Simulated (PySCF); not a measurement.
## Bond curve of SnO

Set-up: basis Sn cc-pVTZ-PP with ECP28, O cc-pVTZ; scalar-relativistic core potentials; PySCF 2.14. Energies in eV from Sn + O in their ground configurations at the same level. State: ¹Σ⁺ (singlet), closed shell.

```csv
R (Å),PBE0
1.574,-3.313
1.647,-4.409
1.720,-5.001
1.775,-5.205
1.830,-5.257
1.885,-5.194
1.958,-4.977
2.050,-4.565
2.159,-3.952
2.306,-3.057
```

**Question.** Put a parabola through the three lowest points of the PBE0 curve and estimate Re, k and ωe (reduced mass 14.11 u; 1 eV/Å² = 0.16022 mdyn/Å; ωe = 1302.8·√(k/μ) cm⁻¹).

**Answer.** Through R = 1.775, 1.83, 1.885 Å the second-order coefficient is 19.0 eV/Å², so Re ≈ 1.827 Å, k ≈ 6.09 mdyn/Å and ωe ≈ 856 cm⁻¹. A polynomial fit of higher order to the unrounded PBE0 energies gives Re = 1.825 Å, k = 6.29 mdyn/Å, ωe = 870 cm⁻¹; anharmonicity and rounding make the difference.

The higher-order fit for each curve: PBE0: Re = 1.825 Å, ωe = 870 cm⁻¹, De = 5.26 eV.

Spin–orbit coupling is left out, which matters for elements this heavy, above all for dissociation energies.
